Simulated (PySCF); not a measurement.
# Two-photon absorption: SMILES S(C)c1ccc(C(C)=O)cc1, C$_{9}$H$_{10}$OS

Molfile (atoms numbered from 1):
```
C9H10OS
     RDKit          3D

 21 21  0  0  0  0  0  0  0  0999 V2000
    4.1569   -0.0502    0.3363 C   0  0  0  0  0  0  0  0  0  0  0  0
    3.0002   -1.4234    0.2448 S   0  0  0  0  0  0  0  0  0  0  0  0
    1.4384   -0.6356    0.1060 C   0  0  0  0  0  0  0  0  0  0  0  0
    0.3191   -1.4807    0.0205 C   0  0  0  0  0  0  0  0  0  0  0  0
   -0.9561   -0.9478   -0.0921 C   0  0  0  0  0  0  0  0  0  0  0  0
   -1.1561    0.4400   -0.1225 C   0  0  0  0  0  0  0  0  0  0  0  0
   -2.5003    1.0768   -0.2393 C   0  0  0  0  0  0  0  0  0  0  0  0
   -3.7099    0.1797   -0.3414 C   0  0  0  0  0  0  0  0  0  0  0  0
   -2.6155    2.2843   -0.2493 O   0  0  0  0  0  0  0  0  0  0  0  0
   -0.0361    1.2740   -0.0365 C   0  0  0  0  0  0  0  0  0  0  0  0
    1.2458    0.7539    0.0761 C   0  0  0  0  0  0  0  0  0  0  0  0
    3.9753    0.5775    1.2209 H   0  0  0  0  0  0  0  0  0  0  0  0
    5.1511   -0.5087    0.4277 H   0  0  0  0  0  0  0  0  0  0  0  0
    4.1343    0.5639   -0.5758 H   0  0  0  0  0  0  0  0  0  0  0  0
    0.4587   -2.5645    0.0436 H   0  0  0  0  0  0  0  0  0  0  0  0
   -1.8059   -1.6307   -0.1562 H   0  0  0  0  0  0  0  0  0  0  0  0
   -3.6315   -0.4940   -1.2087 H   0  0  0  0  0  0  0  0  0  0  0  0
   -3.8051   -0.4514    0.5562 H   0  0  0  0  0  0  0  0  0  0  0  0
   -4.6045    0.8053   -0.4428 H   0  0  0  0  0  0  0  0  0  0  0  0
   -0.2037    2.3532   -0.0604 H   0  0  0  0  0  0  0  0  0  0  0  0
    2.0937    1.4365    0.1404 H   0  0  0  0  0  0  0  0  0  0  0  0
  1  2  1  0
  2  3  1  0
  3  4  1  0
  4  5  2  0
  5  6  1  0
  6  7  1  0
  7  8  1  0
  7  9  2  0
  6 10  2  0
 10 11  1  0
 11  3  2  0
  1 12  1  0
  1 13  1  0
  1 14  1  0
  4 15  1  0
  5 16  1  0
  8 17  1  0
  8 18  1  0
  8 19  1  0
 10 20  1  0
 11 21  1  0
M  END
```

Computed, not measured: TDDFT CAM-B3LYP/def2-SVPD excited states, vertical, gas phase (PySCF 2.14.0). Geometry: PBE0-D3(BJ)/def2-SVP.

**Question.** How strongly do the lowest singlets absorb one photon, and two photons of half the energy?

**Answer.** δ for parallel linear polarisation; σ at the peak of a Lorentzian of half width 0.1 eV, single beam; Ω is circular over linear.
| state | E (eV) | f | photon λ (nm) | δ (au) | σ (GM) | Ω | main |
| --- | --- | --- | --- | --- | --- | --- | --- |
| S1 | 4.03 | 0.000 | 615 | <0.1 | 0.00 | – | HOMO−1→LUMO 0.86, HOMO−1→LUMO+6 0.09 |
| S2 | 4.55 | 0.470 | 544 | 2030 | 15.39 | 0.74 | HOMO→LUMO 0.94 |
| S3 | 4.82 | 0.004 | 515 | 10.8 | 0.09 | 0.81 | HOMO→LUMO+1 0.61, HOMO−2→LUMO 0.35 |
| S4 | 5.50 | 0.000 | 451 | 10.4 | 0.12 | 1.50 | HOMO→LUMO+2 0.62, HOMO→LUMO+3 0.11 |
| S5 | 5.78 | 0.130 | 429 | 91.6 | 1.12 | 0.73 | HOMO−2→LUMO 0.59, HOMO→LUMO+1 0.37 |
| S6 | 6.06 | 0.008 | 409 | 99.1 | 1.33 | 1.50 | HOMO→LUMO+3 0.44, HOMO→LUMO+2 0.23 |

Among these, the strongest one-photon state is S2, the strongest two-photon state S2, with a dipole change of 5.7 D (relaxed, norm of the difference vector).
